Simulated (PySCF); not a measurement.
B3LYP has the VWN-RPA correlation part, as in Gaussian. Excitations are Tamm–Dancoff values on a coarser integration grid. The basis has no diffuse functions, so Rydberg states are missing or too high.

Cartesian coordinates (Å):
```xyz
4

Br     1.7828    -0.7560     0.2970
B      0.0482    -0.0204     0.0080
I     -1.6203    -1.3126    -0.2514
I     -0.2108     2.0890    -0.0536
```
Charge 0, multiplicity 1.

Problem. Estimate the S1 excitation (TDA), brightest of the four lowest singlets (TDA) and T1 excitation (TDA) that B3LYP-D3(BJ)/def2-TZVP (PySCF) returns for this input.

Solution. 
- S1 excitation (TDA) = 3.71 eV
- brightest of the four lowest singlets (TDA) = 4.68 eV
- T1 excitation (TDA) = 3.58 eV
